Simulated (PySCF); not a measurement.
Cyclo-(F2SiSe)2.
Bonds: Si1–F2, Si1–F3, Si1–Se4, Si1–Se8, Se4–Si5, Si5–F6, Si5–F7, Si5–Se8.

Level of theory: PBE0-D3(BJ)/def2-SVP geometry optimisation, gas phase (PySCF 2.14.0).

Question: List the bond lengths, angles and torsions at this level.

Answer: 
```
                    bond  length (Å)
 Si1–F2 and 3 like bonds       1.606
Si1–Se4 and 3 like bonds       2.259
```

Bonds in one row agree within 0.01 Å and their mean is given. A selection of angles:
```
      angle  degrees
  F2–Si1–F3    104.4
 F2–Si1–Se4    112.3
 F2–Si1–Se8    112.5
Se4–Si1–Se8    102.8
Si1–Se4–Si5     77.2
  F6–Si5–F7    104.5
```

Torsions: F2–Si1–Se4–Si5 -122° (anticlinal); F2–Si1–Se8–Si5 122° (anticlinal); Si1–Se4–Si5–F6 -121° (anticlinal); Se4–Si5–Se8–Si1 0° (synperiplanar).

Se4 (selenium bonded to 2 Si) is bent (angle 77.2°). All 4 Se–Si bonds measure 2.259 to 2.260 Å. Si1 (silicon bonded to 2 F and 2 Se) is distorted tetrahedral (angles from 102.8° to 112.6°). All 4 F–Si bonds measure 1.606 to 1.607 Å.

Point group: D2h (every atom within 0.08 Å of its image). No frequency check. One conformer, not necessarily the lowest.

Hardware: one thread, Intel Xeon Platinum 8259CL at 2.50 GHz (x86_64), on a shared host. Cost: 3.2 min of wall time, 0.76 GiB resident at most. These figures are those of the optimisation.
